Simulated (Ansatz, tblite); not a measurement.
Forces on [InBrH3]- (InH3Br⁻) at its r2SCAN-D4/def2-TZVPD geometry. Total charge -1; singlet.

In the def2 sets In takes a core potential; there is no spin–orbit coupling. The xTB rows come from tblite.

GFN1-xTB (tblite), largest force 0.40 eV/Å:

```xyz
5
positions Å, forces eV/Å
In   -0.021    0.272    0.052    0.028   -0.362   -0.069
Br    0.183   -2.336   -0.448   -0.031    0.389    0.075
H     1.308    0.983   -0.852   -0.151   -0.042    0.108
H     0.148    0.384    1.799   -0.022    0.025   -0.187
H    -1.618    0.696   -0.550    0.175   -0.010    0.074
```

GFN2-xTB (tblite), largest force 1.09 eV/Å:

```
In 0.081 -1.030 -0.198
Br -0.083 1.064 0.204
H -0.314 -0.080 0.225
H -0.046 0.059 -0.388
H 0.362 -0.013 0.156
```

PBE0-D4/def2-TZVPD (Ansatz), largest force 0.05 eV/Å:

```
In 0.004 -0.053 -0.010
Br -0.002 0.021 0.004
H 0.019 0.015 -0.013
H 0.002 0.006 0.027
H -0.024 0.011 -0.008
```
